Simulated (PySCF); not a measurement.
PySCF input (HF/def2-TZVPD):

```python
from pyscf import gto, scf, dft

mol = gto.M(
    atom='''
    As    0.00000000   -0.00000000   -0.00000000
    H    -0.86089794   -1.11813083   -0.48230707
    H    -0.54108335    1.29598678   -0.50162634
    H     1.38969123   -0.18816144   -0.50728243
    H     0.01229005    0.01030549    1.49121583
    ''',
    basis='def2-tzvpd',
    charge=1,
    spin=0,
    verbose=4,
)

mf = scf.RHF(mol).density_fit(auxbasis='def2-universal-jkfit')
mf.conv_tol = 1e-9
mf.max_cycle = 100
mf.max_memory = 1500
mf.kernel()
if not mf.converged:
    mf = mf.newton()
    mf.kernel(mf.make_rdm1())
mf.analyze()
```

Output:

```
PySCF version 2.14.0

[INPUT] verbose = 4
[INPUT] num. atoms = 5
[INPUT] num. electrons = 36
[INPUT] charge = 1
[INPUT] spin (= nelec alpha-beta = 2S) = 0
[INPUT] symmetry False subgroup None
[INPUT] Mole.unit = angstrom
[INPUT] Symbol           X                Y                Z      unit          X                Y                Z       unit  Magmom
[INPUT]  1 As     0.000000000000   0.000000000000   0.000000000000 AA    0.000000000000   0.000000000000   0.000000000000 Bohr   0.0
[INPUT]  2 H     -0.860897940000  -1.118130830000  -0.482307070000 AA   -1.626861327802  -2.112961040133  -0.911428270241 Bohr   0.0
[INPUT]  3 H     -0.541083350000   1.295986780000  -0.501626340000 AA   -1.022499342062   2.449060075257  -0.947936399468 Bohr   0.0
[INPUT]  4 H      1.389691230000  -0.188161440000  -0.507282430000 AA    2.626135822410  -0.355573588804  -0.958624860504 Bohr   0.0
[INPUT]  5 H      0.012290050000   0.010305490000   1.491215830000 AA    0.023224828557   0.019474553679   2.817989511316 Bohr   0.0

nuclear repulsion = 48.1429710037314
number of shells = 38
number of NR pGTOs = 153
number of NR cGTOs = 90
basis = def2-tzvpd
ecp = {}

******** <class 'pyscf.df.df_jk.DFRHF'> ********
method = DFRHF
initial guess = minao
damping factor = 0
level_shift factor = 0
DIIS = <class 'pyscf.scf.diis.CDIIS'>
diis_start_cycle = 1
diis_space = 8
diis_damp = 0
SCF conv_tol = 1e-09
SCF conv_tol_grad = None
SCF max_cycles = 100
direct_scf = False
Set gradient conv threshold to 3.16228e-05
Initial guess from minao.
******** <class 'pyscf.df.df.DF'> ********
auxbasis = def2-universal-jkfit
init E= -2235.58385454749
  HOMO = -0.485258148774602  LUMO = 0.0366588896474314  gap/eV = 14.20209
cycle= 1 E= -2236.18974840966  delta_E= -0.606  |g|= 0.371  |ddm|= 1.76
  HOMO = -0.839516937131476  LUMO = -0.141616534196198  gap/eV = 18.99084
cycle= 2 E= -2236.23276917427  delta_E= -0.043  |g|= 0.206  |ddm|= 0.435
  HOMO = -0.807510009700452  LUMO = -0.123859463782799  gap/eV = 18.60308
cycle= 3 E= -2236.23720634207  delta_E= -0.00444  |g|= 0.0396  |ddm|= 0.152
  HOMO = -0.796114577075948  LUMO = -0.116721432167576  gap/eV = 18.48723
cycle= 4 E= -2236.23781677607  delta_E= -0.00061  |g|= 0.00877  |ddm|= 0.0643
  HOMO = -0.798139817757984  LUMO = -0.116935345880719  gap/eV = 18.53652
cycle= 5 E= -2236.23785513416  delta_E= -3.84e-05  |g|= 0.00133  |ddm|= 0.00849
  HOMO = -0.798392328509188  LUMO = -0.117053237240046  gap/eV = 18.54018
cycle= 6 E= -2236.23785628666  delta_E= -1.15e-06  |g|= 0.000152  |ddm|= 0.00432
  HOMO = -0.798405937835078  LUMO = -0.117064312294123  gap/eV = 18.54025
cycle= 7 E= -2236.23785630356  delta_E= -1.69e-08  |g|= 1.22e-05  |ddm|= 0.000589
  HOMO = -0.798405834367372  LUMO = -0.117065778039838  gap/eV = 18.54021
cycle= 8 E= -2236.23785630365  delta_E= -9.46e-11  |g|= 1.12e-06  |ddm|= 3.64e-05
  HOMO = -0.798405518570651  LUMO = -0.117065662041963  gap/eV = 18.54020
Extra cycle  E= -2236.23785630366  delta_E= -5.46e-12  |g|= 2.52e-07  |ddm|= 3.55e-06
converged SCF energy = -2236.23785630366
**** SCF Summaries ****
Total Energy =                       -2236.237856303657736
Nuclear Repulsion Energy =              48.142971003731411
One-electron Energy =                -3201.951457524548459
Two-electron Energy =                  917.570630217159419
Two-electron Coulomb Energy =         1000.222842976143625
DFT Exchange-Correlation Energy =      -82.652212758984206
HOMO-LUMO gap [eV] =                    18.540201846813552
**** MO energy ****
MO #1   energy= -432.886710901456  occ= 2
MO #2   energy= -56.611676780439   occ= 2
MO #3   energy= -50.4569114836724  occ= 2
MO #4   energy= -50.4569114836657  occ= 2
MO #5   energy= -50.4569114836501  occ= 2
MO #6   energy= -8.33364489864743  occ= 2
MO #7   energy= -6.18893870389683  occ= 2
MO #8   energy= -6.18893870388861  occ= 2
MO #9   energy= -6.18893870387174  occ= 2
MO #10  energy= -2.42135866369373  occ= 2
MO #11  energy= -2.42135866368235  occ= 2
MO #12  energy= -2.42135866365729  occ= 2
MO #13  energy= -2.41866967527134  occ= 2
MO #14  energy= -2.41866967524947  occ= 2
MO #15  energy= -1.13888288083497  occ= 2
MO #16  energy= -0.798405520726043 occ= 2
MO #17  energy= -0.798405519487647 occ= 2
MO #18  energy= -0.798405518570651 occ= 2
MO #19  energy= -0.117065662041963 occ= 0
MO #20  energy= -0.0927087714284422 occ= 0
MO #21  energy= -0.0927087711503086 occ= 0
MO #22  energy= -0.0927087703497774 occ= 0
MO #23  energy= -0.0253916779438278 occ= 0
MO #24  energy= -0.0253916778579365 occ= 0
MO #25  energy= 0.00314399607591013 occ= 0
MO #26  energy= 0.00314399630834703 occ= 0
MO #27  energy= 0.00314399635427603 occ= 0
MO #28  energy= 0.0331051933667998 occ= 0
MO #29  energy= 0.0927202614671558 occ= 0
MO #30  energy= 0.0927202616094151 occ= 0
MO #31  energy= 0.0927202620543301 occ= 0
MO #32  energy= 0.141241492885965  occ= 0
MO #33  energy= 0.141241493015133  occ= 0
MO #34  energy= 0.141241493126424  occ= 0
MO #35  energy= 0.150582464368299  occ= 0
MO #36  energy= 0.152257979297337  occ= 0
MO #37  energy= 0.152257979654279  occ= 0
MO #38  energy= 0.152257979763119  occ= 0
MO #39  energy= 0.193329737190618  occ= 0
MO #40  energy= 0.193329737445619  occ= 0
MO #41  energy= 0.355933356714369  occ= 0
MO #42  energy= 0.35593335705813   occ= 0
MO #43  energy= 0.355933357176419  occ= 0
MO #44  energy= 0.367452527024792  occ= 0
MO #45  energy= 0.367452527732828  occ= 0
MO #46  energy= 0.369736510050217  occ= 0
MO #47  energy= 0.543629669436299  occ= 0
MO #48  energy= 0.543629669694703  occ= 0
MO #49  energy= 0.543629670217632  occ= 0
MO #50  energy= 0.586270398950328  occ= 0
MO #51  energy= 0.586270399640558  occ= 0
MO #52  energy= 0.586270400270554  occ= 0
MO #53  energy= 0.792161770969114  occ= 0
MO #54  energy= 1.05460760835713   occ= 0
MO #55  energy= 1.05460760874541   occ= 0
MO #56  energy= 1.05460760883322   occ= 0
MO #57  energy= 1.15871683758726   occ= 0
MO #58  energy= 1.15871683796186   occ= 0
MO #59  energy= 1.16840802961234   occ= 0
MO #60  energy= 1.16840803123671   occ= 0
MO #61  energy= 1.16840803142967   occ= 0
MO #62  energy= 1.32728729786416   occ= 0
MO #63  energy= 1.32728729840851   occ= 0
MO #64  energy= 1.32728729849022   occ= 0
MO #65  energy= 1.43461949257509   occ= 0
MO #66  energy= 1.87751221109385   occ= 0
MO #67  energy= 1.87751221167503   occ= 0
MO #68  energy= 1.87751221334775   occ= 0
MO #69  energy= 1.87822942858535   occ= 0
MO #70  energy= 1.87822942997881   occ= 0
MO #71  energy= 2.03170098203649   occ= 0
MO #72  energy= 2.03170098381306   occ= 0
MO #73  energy= 2.03170098750528   occ= 0
MO #74  energy= 2.45757082846746   occ= 0
MO #75  energy= 2.45757083180267   occ= 0
MO #76  energy= 2.45757083230568   occ= 0
MO #77  energy= 2.57452943506661   occ= 0
MO #78  energy= 2.62817856134394   occ= 0
MO #79  energy= 2.62817856264749   occ= 0
MO #80  energy= 2.62817856409789   occ= 0
MO #81  energy= 2.77052871880351   occ= 0
MO #82  energy= 3.10701792201683   occ= 0
MO #83  energy= 3.10701792330067   occ= 0
MO #84  energy= 3.10701792370259   occ= 0
MO #85  energy= 3.34280842931267   occ= 0
MO #86  energy= 3.34280842976904   occ= 0
MO #87  energy= 3.6753403992438    occ= 0
MO #88  energy= 3.67534040399541   occ= 0
MO #89  energy= 3.67534040535622   occ= 0
MO #90  energy= 6.63305896084416   occ= 0
 ** Mulliken pop on meta-lowdin orthogonal AOs  **
 ** Mulliken pop  **
pop of  0 As 1s           1.99997
pop of  0 As 2s           1.99977
pop of  0 As 3s           1.99897
pop of  0 As 4s           1.24561
pop of  0 As 5s           0.00378
pop of  0 As 6s           0.00258
pop of  0 As 7s           0.00047
pop of  0 As 2px          1.99998
pop of  0 As 2py          1.99998
pop of  0 As 2pz          1.99998
pop of  0 As 3px          1.99989
pop of  0 As 3py          1.99989
pop of  0 As 3pz          1.99989
pop of  0 As 4px          0.94901
pop of  0 As 4py          0.94901
pop of  0 As 4pz          0.94901
pop of  0 As 5px          0.01901
pop of  0 As 5py          0.01901
pop of  0 As 5pz          0.01901
pop of  0 As 6px          0.00361
pop of  0 As 6py          0.00361
pop of  0 As 6pz          0.00361
pop of  0 As 3dxy         1.99989
pop of  0 As 3dyz         1.99993
pop of  0 As 3dz^2        1.99985
pop of  0 As 3dxz         1.99993
pop of  0 As 3dx2-y2      1.99989
pop of  0 As 4dxy         0.00700
pop of  0 As 4dyz         0.00340
pop of  0 As 4dz^2        0.01034
pop of  0 As 4dxz         0.00350
pop of  0 As 4dx2-y2      0.00680
pop of  0 As 5dxy         0.00125
pop of  0 As 5dyz         0.00062
pop of  0 As 5dz^2        0.00184
pop of  0 As 5dxz         0.00064
pop of  0 As 5dx2-y2      0.00122
pop of  0 As 6dxy         0.00005
pop of  0 As 6dyz         0.00003
pop of  0 As 6dz^2        0.00008
pop of  0 As 6dxz         0.00003
pop of  0 As 6dx2-y2      0.00005
pop of  0 As 7dxy         0.00000
pop of  0 As 7dyz         0.00000
pop of  0 As 7dz^2        0.00000
pop of  0 As 7dxz         0.00000
pop of  0 As 7dx2-y2      0.00000
pop of  0 As 4f-3         0.00023
pop of  0 As 4f-2         0.00011
pop of  0 As 4f-1         0.00002
pop of  0 As 4f+0         0.00188
pop of  0 As 4f+1         0.00002
pop of  0 As 4f+2         0.00011
pop of  0 As 4f+3         0.00130
pop of  1 H 1s            0.92344
pop of  1 H 2s            0.01072
pop of  1 H 3s            0.00048
pop of  1 H 2px           0.00319
pop of  1 H 2py           0.00478
pop of  1 H 2pz           0.00161
pop of  1 H 3px           0.00146
pop of  1 H 3py           0.00105
pop of  1 H 3pz           0.00186
pop of  2 H 1s            0.92344
pop of  2 H 2s            0.01072
pop of  2 H 3s            0.00048
pop of  2 H 2px           0.00180
pop of  2 H 2py           0.00611
pop of  2 H 2pz           0.00167
pop of  2 H 3px           0.00182
pop of  2 H 3py           0.00071
pop of  2 H 3pz           0.00185
pop of  3 H 1s            0.92344
pop of  3 H 2s            0.01072
pop of  3 H 3s            0.00048
pop of  3 H 2px           0.00690
pop of  3 H 2py           0.00099
pop of  3 H 2pz           0.00169
pop of  3 H 3px           0.00050
pop of  3 H 3py           0.00202
pop of  3 H 3pz           0.00184
pop of  4 H 1s            0.92344
pop of  4 H 2s            0.01072
pop of  4 H 3s            0.00048
pop of  4 H 2px           0.00088
pop of  4 H 2py           0.00088
pop of  4 H 2pz           0.00781
pop of  4 H 3px           0.00205
pop of  4 H 3py           0.00205
pop of  4 H 3pz           0.00027
 ** Mulliken atomic charges  **
charge of    0As =      0.79432
charge of    1H =      0.05142
charge of    2H =      0.05142
charge of    3H =      0.05142
charge of    4H =      0.05142

WARN: System has nonzero charge 1; the dipole moment is origin-dependent.
Location of origin: [0. 0. 0.]

Dipole moment(X, Y, Z, Debye): -0.00000, -0.00000, -0.00000
```
